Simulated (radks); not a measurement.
Isoelectronic series with 7 electrons, all held in the configuration [He] 2s2 2p3, which need not be the ground one along the series. Calculated with a radial shooting solver on a logarithmic mesh with Libxc functionals: scalar-relativistic Kohn-Sham, PBEsol, spin-polarised, spherical densities, point nucleus; open shells are filled with parallel spins first (spin-orbit coupling, left out, can overturn this in heavy ions). Total energies (hartree) and orbital eigenvalues (hartree):

N: E (hartree) -54.35876; 2p up -0.30338; 2s down -0.55698; 2s up -0.72503
F2+: E (hartree) -97.53382; 2p up -1.89105; 2s down -2.31610; 2s up -2.57913
Al6+: E (hartree) -223.20173; 2p up -8.13587; 2s down -8.92571; 2s up -9.37007
P8+: E (hartree) -305.74706; 2p up -12.77277; 2s down -13.75579; 2s up -14.28975
Cl10+: E (hartree) -401.49502; 2p up -18.41788; 2s down -19.60445; 2s up -20.22787
K12+: E (hartree) -510.50486; 2p up -25.07235; 2s down -26.47610; 2s up -27.18906
Sc14+: E (hartree) -632.84511; 2p up -32.73815; 2s down -34.37657; 2s up -35.17924
V16+: E (hartree) -768.59350; 2p up -41.41789; 2s down -43.31283; 2s up -44.20548
Mn18+: E (hartree) -917.83701; 2p up -51.11465; 2s down -53.29292; 2s up -54.27590
Co20+: E (hartree) -1080.67208; 2p up -61.83199; 2s down -64.32592; 2s up -65.39965
Cu22+: E (hartree) -1257.20486; 2p up -73.57386; 2s down -76.42197; 2s up -77.58690
Ga24+: E (hartree) -1447.55160; 2p up -86.34464; 2s down -89.59226; 2s up -90.84892
As26+: E (hartree) -1651.83892; 2p up -100.1491; 2s down -103.8491; 2s up -105.1981
Br28+: E (hartree) -1870.20431; 2p up -114.9924; 2s down -119.2059; 2s up -120.6478
Rb30+: E (hartree) -2102.79660; 2p up -130.8801; 2s down -135.6774; 2s up -137.2129
